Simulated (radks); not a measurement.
Ionisation of neutral ruthenium, [Kr] 4d7 5s1, to [Kr] 4d7 as the strength of local exchange is varied. Method: scalar-relativistic Kohn-Sham, Slater X-alpha exchange (alpha = 2/3 is LDA exchange), no correlation, spin-polarised, spherical densities, point nucleus; open shells are filled with parallel spins first (spin-orbit coupling, left out, can overturn this in heavy ions); computed with a radial shooting solver on a logarithmic mesh with Libxc functionals.

[
 {"alpha": "0.608", "E(Ru) (hartree)": "-4511.27158", "exchange (hartree)": "-113.50162", "IE (eV)": "6.980", "-e of the level emptied (eV)": "4.005 (5s)", "<r> of it (bohr)": "3.386"},
 {"alpha": "0.667", "E(Ru) (hartree)": "-4522.31876", "exchange (hartree)": "-124.82657", "IE (eV)": "7.345", "-e of the level emptied (eV)": "4.350 (5s)", "<r> of it (bohr)": "3.327"},
 {"alpha": "0.733", "E(Ru) (hartree)": "-4534.70926", "exchange (hartree)": "-137.55990", "IE (eV)": "7.764", "-e of the level emptied (eV)": "4.751 (5s)", "<r> of it (bohr)": "3.264"},
 {"alpha": "0.838", "E(Ru) (hartree)": "-4554.49235", "exchange (hartree)": "-157.95802", "IE (eV)": "8.451", "-e of the level emptied (eV)": "5.420 (5s)", "<r> of it (bohr)": "3.168"},
 {"alpha": "0.989", "E(Ru) (hartree)": "-4583.09471", "exchange (hartree)": "-187.59393", "IE (eV)": "9.482", "-e of the level emptied (eV)": "6.447 (5s)", "<r> of it (bohr)": "3.040"}
]

NIST Atomic Spectra Database: 7.361 eV (measured). The Delta-SCF value meets it near alpha = 0.67. Open shells are spherical and high-spin; term and fine-structure splittings are not resolved.
